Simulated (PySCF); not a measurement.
# Computed properties of SiCl₂I₂, SMILES Cl[Si](Cl)(I)I

SiCl2I2, SMILES Cl[Si](Cl)(I)I. Geometry optimised at PBE0-D3(BJ)/def2-SVP. The def2 effective core potentials stand for the cores of I; spin–orbit coupling is left out. Other conformers were not sampled. All values are computed for the isolated molecule unless a solvent is named; none is compared with measurement here.

**Structure.** The optimised structure has C2v symmetry. All 9 harmonic modes at PBE0-D3(BJ)/def2-SVP (PySCF) are real, so it is a minimum. With heavy atoms numbered as in [Cl:1][Si:2]([Cl:3])([I:4])[I:5], the shortest bond between them is Cl1–Si2 at 2.048 Å and the longest Si2–I5 at 2.425 Å.

**Vibrations.** The strongest infrared lines (harmonic, unscaled, degenerate partners summed) lie at 444 cm⁻¹ (180 km/mol, Si 90 %, I 9 %), 562 cm⁻¹ (157 km/mol, Si 63 %, Cl 36 %), 614 cm⁻¹ (133 km/mol, Si 65 %, Cl 35 %). The softest mode is at 80 cm⁻¹ and the zero-point energy is 3.6 kcal/mol.

**Electronic structure.** CAM-B3LYP/def2-TZVP (PySCF) places the frontier levels at -9.14 and -1.06 eV, a gap of 8.08 eV, and gives a dipole moment of 0.57 D and a mean polarisability of 108.2 bohr³. PBE/def2-TZVP (PySCF) at the same geometry gives -6.78 and -2.86 eV, so its gap is 4.16 eV narrower. An orbital gap is neither the optical nor the fundamental gap.

**Excitations.** TDDFT-PBE0/def2-SVPD (PySCF) has S1 at 4.50 eV (275 nm, f = 0.014, weak); the most intense of the 10 singlets computed lies at 6.14 eV (f = 0.06). T1 (TDA) is at 4.07 eV. TDDFT-PBE/def2-SVPD (PySCF) puts S1 at 3.97 eV. No vertical singlet excitation falls in the visible range (under 3.1 eV).
